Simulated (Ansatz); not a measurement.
Consider the formal exchange of groups at the Si–Se bond: `B[Se][SiH2]C` + `CC` → `CC[SiH2]C` + `B[SeH]`.

Calculated with Ansatz (gas phase, PBE0-D4/def2-TZVP geometries, no zero-point term in ΔE). CCSD(T)/CBS adds triple-zeta CCSD(T) − MP2 to the extrapolated MP2 energy (def2 sets, frozen cores). This one scheme is used for every species. Functionals use def2-TZVPP. B3LYP here is the variant with VWN-RPA as its local correlation; programs differ in this. For Se outer-core shells are correlated without core-valence functions, which leaves a few kJ/mol of doubt a bond. Scalar relativity is left out up to krypton. One conformer a species, not always the lowest.

`B[Se][SiH2]C`:

Cartesian coordinates in Å:
```
B 0.045 -1.995 -1.167
Se -1.016 -0.490 -1.663
Si -0.904 0.626 0.347
C 0.826 1.236 0.674
H 0.497 -2.093 -0.067
H 0.229 -2.825 -2.002
H -1.861 1.757 0.235
H -1.360 -0.298 1.416
H 1.525 0.398 0.718
H 1.152 1.915 -0.117
H 0.867 1.769 1.627
```

`CC`:

Cartesian coordinates in Å:
```
C 0.597 -0.457 0.109
C -0.597 0.457 -0.109
H 1.119 -0.216 1.038
H 0.292 -1.505 0.165
H 1.320 -0.369 -0.706
H -1.119 0.217 -1.038
H -0.292 1.505 -0.165
H -1.320 0.369 0.706
```

`CC[SiH2]C`:

Cartesian coordinates in Å:
```
C -1.730 0.308 -0.460
C -0.429 1.100 -0.363
Si 1.114 0.028 -0.361
C 1.130 -1.165 1.083
H -1.853 -0.368 0.390
H -2.603 0.966 -0.480
H -1.759 -0.302 -1.367
H -0.422 1.713 0.545
H -0.349 1.803 -1.200
H 1.175 -0.743 -1.638
H 2.323 0.900 -0.301
H 1.091 -0.627 2.033
H 2.039 -1.771 1.076
H 0.275 -1.844 1.043
```

`B[SeH]`:

```xyz
5

B    -0.291    0.469   -0.320
Se    0.603   -0.271    1.183
H    -0.502   -0.185   -1.290
H    -0.617    1.610   -0.218
H     0.807   -1.623    0.645
```

Question: Is it downhill or uphill in electronic energy at CCSD(T)/CBS, and by how much? (An estimate is asked.)

Answer: The calculation gave: Uphill: ΔE = +72.3 kJ/mol.

Question: What do these levels give: PBE-D4, r2SCAN-D4, B3LYP-D4, ωB97X-V, ωB97M-V, PBE0, B3LYP, HF/def2-TZVPP, SCS-MP2/def2-TZVPP, CCSD/def2-TZVPP, CCSD(T)/def2-TZVPP, CCSD/CBS(def2)? (An estimate is asked.)

Answer: Computed: PBE-D4 70.8, r2SCAN-D4 71.2, B3LYP-D4 70.2, ωB97X-V 67.9, ωB97M-V 67.8, PBE0 71.6, B3LYP 68.8, HF/def2-TZVPP 72.7, SCS-MP2/def2-TZVPP 71.6, CCSD/def2-TZVPP 67.6, CCSD(T)/def2-TZVPP 68.2, CCSD/CBS(def2) 71.7 kJ/mol.

Largest T1 diagnostic among the species: 0.013.
